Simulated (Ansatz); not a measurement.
```yaml
crystal:
  periodic: [false, false, false]
  atoms:
    - {symbol: Co, position_ang: [0.907622, -0.167020, 0.733444]}
    - {symbol: Si, position_ang: [-0.401249, -1.060489, -0.692273]}
    - {symbol: Si, position_ang: [-0.506364, 1.227509, -0.041171]}
basis:
  gaussian: {orbitals: def2-TZVPD, initial_orbitals: start.molden}
total_charge: -1
hamiltonian: {xc: pbe}
correlation: {method: rpa}
scf: {omitted_lower_state_checks: [starts]}
```

The file start.molden holds the orbitals of an earlier run on this structure, at another level or in another basis.

```sh
$ ansatz run in.yaml --threads 4 --pin off --events-out ev --progress --plain --max-ram 3916MiB
```

It prints (some lines left out):

```
Functional definition: PBE
967 factors; integrals over basis functions are off by at most 1.1e-3 eV
mean field evaluation 1: about -53367.9575 eV, gradient 1.1e1 eV
mean field evaluation 2: about -53368.3084 eV, gradient 1.1e0 eV
mean field evaluation 4: about -53368.3127 eV, gradient 1.0e-1 eV
mean field evaluation 8: about -53368.3127 eV, gradient 1.5e-5 eV
mean field evaluation 16: about -53368.3157 eV, gradient 1.9e-2 eV
mean field -53368.31622059 eV, -1961.2494467626 hartree, gradient 2.1e-6 eV, S^2 0.000000; 1 other end points of the search recorded, 0 dependent functions left out; unrestricted orbitals would lower it
mean field evaluation 32: about -53306.7145 eV, gradient 7.4e0 eV
15 core orbitals not correlated, not the lowest: weight in the atoms' cores, before any rotation towards them, 0.999 or more for the frozen orbitals, at most 0.001 for the correlated occupied ones
reference -53302.36054338 eV, -1958.8256203317 hartree; 13, 13 occupied and 106, 106 virtual orbitals, 967 factors
Error: the energy between an occupied orbital and the lowest state that it is excited into in its spin channel is -0.3832 eV and must be positive: a state without a gap has no random-phase energy
```

(1) Can the result of this run be used?

## Answers

(1) No. The run stopped with an error. The reference has no gap: an occupied orbital lies above an empty one, and the correlation energy can't be formed.
